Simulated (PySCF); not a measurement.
# What a mistake does to a calculation on B2CH4N

These are calculations, not measurements. The program is PySCF 2.14.0, an open-source quantum chemistry code, run on an isolated molecule that a program drew, which may never have been made. The molecule is B2CH4N (charge 0, doublet), drawn as the SMILES string `[BH]CN=B`.

Each row is a Hartree-Fock (HF) and frozen-core CCSD(T) single point in the cc-pVDZ basis, meant for a local HF minimum. Run 1 is clean. Each other run has one planted mistake out of seven kinds, and not every kind appears here: one electron removed, one electron added, multiplicity raised by two, geometry at a saddle point, minimal basis STO-3G, one bond length entered in bohr, all coordinates scaled. The reference is restricted for singlets and unrestricted otherwise, and also for a bond in bohr. Adding or removing an electron swaps singlet and doublet. Electrons count all cores. HOMO and LUMO are orbital energies over both spins, the gradient is its largest component, and the lowest frequency (negative if imaginary) is given only where the gradient is small. Bond lengths are over the 7 bonds as drawn. T1 is the CCSD diagnostic: over 0.02 (restricted) or 0.045 (unrestricted) a single reference is doubtful.

Geometry of the clean run:
```xyz
8
B2CH4N, angstrom
B     1.0156   -1.3215   -0.4069
C     2.1423   -1.8945    0.5223
N     1.7774   -2.2597    1.8394
B     1.4519   -2.5734    2.9782
H     1.1984   -0.9770   -1.5409
H     2.5806   -2.7535   -0.0061
H     2.9471   -1.1452    0.5415
H     1.1420   -2.8740    4.0683
```

| run | electrons | basis functions | <S^2> | HOMO (eV) | LUMO (eV) | gradient (hartree/bohr) | lowest frequency (cm^-1) | mean bond (Å) | longest bond (Å) | T1 | HF (hartree) | CCSD(T) (hartree) | mistake |
|---|---|---|---|---|---|---|---|---|---|---|---|---|---|
| 1 | 27 | 76 | 0.753 | -9.16 | 2.06 | 2.5e-05 | 198 | 1.2543 | 1.569 | 0.0151 | -143.94382 | -144.43606 | no fault |
| 2 | 27 | 76 | 0.753 | -9.26 | 1.93 | 5.9e-02 | - | 1.3107 | 1.639 | 0.0167 | -143.92797 | -144.43085 | all coordinates scaled |
| 3 | 27 | 24 | 0.752 | -7.80 | 6.60 | 8.8e-02 | - | 1.2543 | 1.569 | 0.0160 | -142.12291 | -142.35921 | ? |
| 4 | 27 | 76 | 1.100 | -9.63 | 2.10 | 1.7e-02 | - | 1.4067 | 2.266 | 0.0382 | -143.83751 | -144.32809 | ? |

**Which mistake was planted in run 3, and what did it cost?**

It has 24 basis functions where the clean run has 76, with the same electrons and geometry. So the mistake is: minimal basis STO-3G. Subtracting run 1 and multiplying by 627.51 kcal/mol a hartree, the energy moved by 1142.6 kcal/mol in HF and 1303.2 kcal/mol in CCSD(T).

**Which mistake was planted in run 4, and what did it cost?**

The mean bond changes by a factor of 1.122 and the longest by 1.444, so the molecule wasn't scaled as a whole. A length L in bohr read as angstrom grows by (1/0.5292 - 1) L = 0.890 L. The 7 bonds together grew by 7 x 0.1524 = 1.067 Å, which gives L = 1.199 Å. That is bond B1-H5, 1.199 Å in the clean geometry. So the mistake is: one bond length entered in bohr. Subtracting run 1 and multiplying by 627.51 kcal/mol a hartree, the energy moved by 66.7 kcal/mol in HF and 67.8 kcal/mol in CCSD(T).

